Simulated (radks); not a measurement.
Task: Coherent X-ray form factor from a spherical all-electron density. All-electron calculation, Dirac Kohn-Sham, OLYP, spin-unpolarised, spherical densities, finite nucleus; Fermi nuclear charge, rms radius of each element as measured or else 0.836 A^(1/3) + 0.57 fm. Program: a radial shooting solver on a logarithmic mesh with Libxc functionals.

sin(theta)/lambda (1/angstrom)  f0 (electrons)
0.05                                    32.447
0.1                                     30.980
0.15                                    29.032
0.2                                     26.992
0.25                                    25.075
0.3                                     23.341
0.4                                     20.322
0.5                                     17.665
0.6                                     15.266
0.8                                     11.387
1                                        8.840
1.25                                     7.052
1.5                                      6.070
2                                        4.777

The species is in the configuration that NIST lists as its ground one. Which atom or ion scatters so?

Result: The selenium ion Se+, [Ar] 3d10 4s2 4p3. Extrapolating in s^2 from the first two rows gives f0(0) = 32.9, near the electron count 33; among species with that count, the fall with angle is slower the higher Z, and the table is that of Z = 34; from so few rows the species is fixed only to a neighbour or two.
